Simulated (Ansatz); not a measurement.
Consider the ligand exchange at the Si–N bond: `O[Si](O)(F)N[SiH2]Cl` + `C[SiH2]O` → `C[SiH2]O[SiH2]Cl` + `N[Si](O)(O)F`.

Computed with Ansatz on PBE0-D4/def2-TZVP structures; ΔE is electronic, products minus reactants. CBS: MP2 limit from def2 TZ/QZ plus the TZ coupled-cluster correction, frozen cores. This one scheme is used for every species. One conformer a species, not always the lowest.

| species | CCSD/def2-TZVPP energy (Eh) |
| --- | --- |
| `O[Si](O)(F)N[SiH2]Cl` | -1345.78926 |
| `C[SiH2]O` | -405.86118 |
| `C[SiH2]O[SiH2]Cl` | -1155.33448 |
| `N[Si](O)(O)F` | -596.33738 |

(1) Work out ΔE.

Largest T1 diagnostic among the species: 0.011.

Answers

(1) ΔE = (-1155.33448) + (-596.33738) − (-1345.78926) − (-405.86118) = -0.02142 Eh = -13.4 kcal/mol. CCSD(T)/CBS gives -13.2 kcal/mol.

In def2-TZVPP, CCSD(T) changes the Hartree–Fock value by +2.9 kcal/mol (the triples alone add +0.5 kcal/mol) and MP2 by +2.9 kcal/mol.
